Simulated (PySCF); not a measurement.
Shapes and spin states of WI₂

These are results of B3LYP in PySCF with W def2-SVP with ECP60, I def2-SVP with ECP28; scalar-relativistic core potentials, no spin–orbit coupling; density-fitted integrals, not measurements.

Relaxations began from a few typed shapes and spin states; open shells are unrestricted. The search is not exhaustive: other isomers or separated fragments can lie lower, and high-lying points may rest on an excited occupation.

Question: Order these stationary points by electronic energy, lowest first, in kJ/mol from the lowest minimum.
A. broken-symmetry Ms = 0 (⟨S²⟩ 1.00) D∞h: W–I 2.587 Å (×2); I–W–I 180.0°
B. triplet D∞h: W–I 2.588 Å (×2); I–W–I 180.0°
C. quintet D∞h: W–I 2.661 Å (×2); I–W–I 180.0°
D. quintet C2v: W–I 2.649 Å (×2); I–W–I 142.6°
E. singlet (closed shell, unstable to spin polarisation) D∞h: W–I 2.585 Å (×2); I–W–I 180.0°

Answer: D (0.0), C (4.0), B (47.8), A (70.9), E (125.1).

Question: Which of them are minima?

Answer: By energy in kJ/mol, 0.0: not settled, its softest mode being under 30 cm⁻¹; 4.0: not settled, its softest mode being under 30 cm⁻¹; 47.8: not settled, its softest mode being under 30 cm⁻¹; 70.9: not settled, its softest mode being under 30 cm⁻¹; 125.1: not settled, its softest mode being under 30 cm⁻¹.

Formally W is in oxidation state +2, d4, with 4 unpaired electrons (the high-spin count). The Mulliken spin on W is 4.04. The polar-tensor charge on W, 0.95, is far below the formal one.

For the lowest minimum: other spin states or occupations of the open shell can lie lower. With an element this heavy the missing spin–orbit coupling can shift these numbers.

The electron or spin density has lower symmetry than the nuclear frame for the quintet D∞h at 4.0 kJ/mol, broken-symmetry Ms = 0 (⟨S²⟩ 1.00) D∞h at 70.9 kJ/mol.
